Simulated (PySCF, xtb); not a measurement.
H3O3Si, SMILES O[Si](O)O (connectivity only; charge and spin as stated), charge +1, multiplicity 1. Other conformers were not sampled.

Harmonic wavenumbers (cm⁻¹) from GFN2-xTB (xtb) at its own minimum, in rising order: 200, 249, 256, 304, 341, 383, 514, 639, 674, 925, 1195, 1227, 3508, 3532, 3557.

### Question
What does PySCF with PBE-D3(BJ)/def2-SVP give at its own minimum? (An estimate is asked for; the answer gives what the named calculation found.)

### Answer
286, 290, 303, 311, 390, 437, 581, 642, 695, 847, 1128, 1140, 3709, 3716, 3737. Paired by order, the mean absolute difference is 78 cm⁻¹ and the zero-point energies are 25.0 and 26.0 kcal/mol.
